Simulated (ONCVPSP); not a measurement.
# Tc: ONCV pseudisation with PBE, scalar-relativistic reference atom.

ONCVPSP 4.0.1 input, shortened (lines: element, Z, core and valence counts, functional; n l f; lmax; l rc ep ncon nbas qcut; lloc lpopt rc5 dvloc0; l nproj debl; icmod fcfact rcfact), PBE, scalar-relativistic:

```
  Tc 43.00    6    4        4      upf
    1    0    2.00
    2    0    2.00
    2    1    6.00
    3    0    2.00
    3    1    6.00
    3    2   10.00
    4    0    2.00
    4    1    6.00
    4    2    5.00
    5    0    2.00
    2
    0    1.55    0.00    4    8    8.40
    1    1.35    0.00    4    7    6.30
    2    2.00    0.00    4    9    6.20
    4    5    0.95    2.00
    0    2    1.80
    1    2    0.70
    2    2    1.80
    3    2.50    1.45
```

In the p channel the program set the typed energies aside and used -1.666, 0.250 Ha.

All-electron outer shells of the reference configuration (PBE, scalar-relativistic, ld1.x):

```csv
shell,level (eV),outermost node (bohr),outermost maximum (bohr)
3d,-249.88,–,0.31
4s,-73.38,0.50,0.95
4p,-45.34,0.51,1.03
4d,-6.66,0.50,1.27
5s,-5.04,1.28,2.72
```

Results:

| Item | Value |
| --- | --- |
| Cutoffs needed | 41 Ha and 78 Ha (the cutoffs (Ha) at which the residual kinetic energy of the hardest occupied pseudo-wave falls to 1 and 0.1 mHa per electron) |
| Ghost test | no bound ghost flagged; GHOST(+) flagged for s at 158.5 eV |
| Largest excitation error | -4.1 meV (all-electron minus pseudo) for 4s2 4p6 4d5 5s0, out of 4 test configurations |
| rms error of d²Exc/dni dnj | 2.00 mHa without and 0.64 mHa with the model core |

Generation and tests took about 5.6 s on one core of a shared server CPU.
